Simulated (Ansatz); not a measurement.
Mulliken charges of C₃H₄FI (`C/C(I)=C\F`) from ωB97M-V/def2-TZVPP in Ansatz (PBE0-D4/def2-TZVP geometry).

```csv
atom,x (Å),y (Å),z (Å),charge (e)
C1,0.298,-1.046,-0.428,-0.299
C2,-0.384,0.111,0.208,-0.109
I3,-2.297,-0.212,0.975,0.023
C4,0.110,1.331,0.334,0.092
F5,1.331,1.633,-0.128,-0.193
H6,0.414,-1.867,0.283,0.125
H7,1.285,-0.749,-0.786,0.117
H8,-0.284,-1.423,-1.272,0.125
H9,-0.384,2.175,0.797,0.117
```

Problem. By hand: the dipole of these point charges (1 e Å = 4.8032 D).

Solution. Σ q r = (-0.225, -0.141, 0.061) e Å, of length 0.272 e Å = 1.31 D.

Problem. How does the dipole of the full density compare? (Estimate.)

Solution. Ansatz gave: (0.013, -0.077, -0.028) e Å, 0.40 D; the point charges give 3.27 times that, at 74° from its direction.

Point charges leave out the atoms' own dipoles, such as those of lone pairs, and Mulliken's split depends on the basis, so the two needn't agree.
